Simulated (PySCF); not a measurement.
A GIAO shielding run with PySCF 2.14.0 with density-fitted response routines (density fitting, non-relativistic, gas phase) on SMILES CC[Si@@H](Cl)SCS[SiH3], C$_{3}$H$_{11}$ClS$_{2}$Si$_{2}$:

```
$ OMP_NUM_THREADS=1 python probes_run.py task.json out

{"job": {"kind": "nmr", "xc": "PBE0", "basis": "pcSseg-1"}, "charge": 0, "multiplicity": 1}
C     -2.989071     0.963692    -0.252458
C     -2.404764    -0.345374    -0.780177
Si    -1.116727    -1.112365     0.394564
Cl    -0.291151    -2.726891    -0.509076
S      0.431167     0.317991     0.863427
C      1.286185     0.425233    -0.756709
S      2.851724     1.318569    -0.665083
Si     3.917785     0.071990     0.729878
H     -2.202625     1.695844    -0.085348
H     -3.504855     0.802566     0.690687
H     -3.698869     1.379108    -0.964411
H     -1.952625    -0.163708    -1.759726
H     -3.214394    -1.058120    -0.946570
H     -1.627100    -1.470238     1.705774
H      0.654370     0.975003    -1.449907
H      1.469618    -0.585012    -1.116497
H      3.745895    -1.298074     0.256644
H      3.357134     0.259808     2.058732
H      5.278497     0.559230     0.593958
```

Hardware: 1 thread of an Arm Neoverse V1, shared host. The job also computes population analyses, field gradients.

(1) How large is the calculation?

(2) How long does it take, and how much memory does it need?

## Answers

(1) 106 electrons, 226 basis functions and 1292 auxiliary functions.

(2) 80 s of wall time, with 12 SCF cycles and 5 response iterations; peak memory 1 GiB. Times on a shared host scatter by some tens of per cent.
